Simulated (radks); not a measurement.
Fractional charge and spin in the 3p shell of cobalt: the spin-up occupation runs from 2 to 3 and the spin-down occupation from 2 to 3; the fullest corner is Co2+, [Ne] 3s2 3d(up 3.5, down 3.5) 3p(up 3, down 3). Method: scalar-relativistic Kohn-Sham, PBE, spin-polarised, spherical densities, point nucleus; computed with a radial shooting solver on a logarithmic mesh with Libxc functionals. Energy (eV) above the fullest corner. The planes named below are the two flat planes that join the four corners, with an edge along up + down = one added electron.

| down \ up | 2 | 2.25 | 2.5 | 2.75 | 3 |
|---|---|---|---|---|---|
| 2 | 210.307 | 179.240 | 149.544 | 121.195 | 94.163 |
| 2.25 | 179.240 | 149.641 | 121.386 | 94.446 | 68.791 |
| 2.5 | 149.544 | 121.386 | 94.540 | 68.977 | 44.664 |
| 2.75 | 121.195 | 94.446 | 68.977 | 44.757 | 21.747 |
| 3 | 94.163 | 68.791 | 44.664 | 21.747 | 0.000 |

Corners above the fullest one (they belong to Co3+ and the next ion): (up 3, down 2) 94.163 eV, (up 2, down 3) 94.163 eV, (up 2, down 2) 210.31 eV. With half an added electron in each spin the energy lies 0.378 eV from the planes, and with half an added electron in spin up alone -2.690 eV. The planes are only a guide here: the flat-plane condition holds for ground states with one frontier orbital, while this shell lies below other occupied shells, so the corners above the fullest one are inner-hole states and not the ground states of those ions.
